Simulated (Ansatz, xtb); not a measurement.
**Ranking isomers of C3H8Ge2S**

4 gas-phase structures of C3H8Ge2S, from a drawn sample of its isomers (lower ones may exist). Each was relaxed with GFN2-xTB; where two conformers were screened, the lower at r2SCAN-D4/def2-SVP is listed:

A. `CC#[C][GeH2][S][GeH3]`, a singlet
B. `C1=[CH][GeH2][S][GeH2][CH2]1`, a singlet
C. `C=[C]1[CH2][GeH2][S][GeH2]1`, a singlet
D. `CC#[C][GeH2][GeH2][SH]`, a singlet

Question: Make a reasoned guess at their ranking by r2SCAN-D4/def2-SVP single-point energy.

Answer: Calculated order at r2SCAN-D4/def2-SVP: B (0.0), C (1.6), A (33.2), D (38.8) kcal/mol.

Energies above the lowest of each column, in kcal/mol; the last columns are at PBE0-D3(BJ)/def2-SVP geometries and were run for some of them only (a dash: not run or not comparable):

| structure | GFN2-xTB | HF/STO-3G | r2SCAN-D4/def2-SVP | PBE0-D3(BJ)/def2-SVP | CCSD(T)/def2-SVP + ΔMP2/def2-TZVPP |
| --- | --- | --- | --- | --- | --- |
| B | 0.0 | 0.0 | 0.0 | 0.0 | 0.0 |
| C | 1.9 | 2.9 | 1.6 | 1.5 | 1.0 |
| A | 20.0 | 30.2 | 33.2 | 35.2 | 29.5 |
| D | 27.9 | 37.1 | 38.8 | – | – |

Every level run on B puts it lowest or level with the lowest. Flexible structures stand in one conformer each, not always the lowest. A keeps a small imaginary mode. Frequencies (GFN2-xTB) were run for A, B, C alone. ΔMP2 is the change of the MP2 energy from the smaller to the larger basis.

Over these structures GFN2-xTB departs from r2SCAN-D4/def2-SVP by 6.1 kcal/mol on average once a common shift is removed. A GFN2-xTB relaxation took about 0.14 s and the r2SCAN-D4/def2-SVP energy about 3.1 s on a shared host (Ansatz 0.2.0, xtb 6.7.1).
